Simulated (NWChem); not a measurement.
System: GeH4Se; SMILES [SeH][GeH3]

Here is an NWChem input.

```
start job
memory heap 200 mb stack 900 mb global 1100 mb
geometry units angstroms noautosym nocenter noautoz
  Ge    -0.003210     1.159219    -0.001155
  Se    -0.048694    -1.198582    -0.005641
  H      0.729705     1.691608    -1.244798
  H     -1.480489     1.578952    -0.030175
  H      0.678827     1.689777     1.271946
  H      1.418461    -1.308334     0.008051
end
basis spherical
  * library def2-svp
end
dft
  xc hfexch
  iterations 150
end
property
  efieldgrad
end
task dft property
```

Geometry: optimised at PBE0/def2-SVP.

Vzz is the largest principal value of the second derivative of the potential at the nucleus (NWChem prints the opposite sign); η is the asymmetry. Non-relativistic.

Atoms are numbered as in the input.

**Question.** Predict the main results of this run. (Hartree-Fock/def2-SVP.) Quantities: Vzz Ge1 (a.u.); η Ge1; Vzz Se2 (a.u.); η Se2.

**Answer.** 
| Quantity | Value |
|---|---|
| Vzz Ge1 (a.u.) | 0.974 |
| η Ge1 | 0.02 |
| Vzz Se2 (a.u.) | -4.707 |
| η Se2 | 0.63 |
